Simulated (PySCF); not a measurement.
B3LYP has the VWN-RPA correlation part, as in Gaussian. 

```xyz
11

Zn     0.0279    -0.4178     0.1998
O      1.2145    -0.6573    -1.0800
C      2.1999    -1.6502    -1.0882
H      2.8877    -1.6032    -0.2170
H      2.8251    -1.5274    -1.9928
H      1.7888    -2.6818    -1.1236
O     -1.1173     0.0864     1.4398
C     -2.3514    -0.5229     1.6905
H     -3.0325    -0.5287     0.8128
H     -2.8712     0.0362     2.4915
H     -2.2634    -1.5732     2.0418
```

Charge 0, multiplicity 1.

Question: Give the Mulliken and meta-Löwdin atomic charges from PySCF 2.14.0 with B3LYP-D3(BJ)/def2-TZVP // r2SCAN-D4/def2-SVP.

Answer: 
```
atom  Mulliken (e)  meta-Löwdin (e)
----  ------------  ---------------
Zn1           0.58             1.30
O2           -0.46            -0.83
C3           -0.11            -0.09
H4            0.09             0.08
H5            0.11             0.10
H6            0.09             0.08
O7           -0.46            -0.83
C8           -0.11            -0.09
H9            0.09             0.08
H10           0.11             0.10
H11           0.09             0.08
```
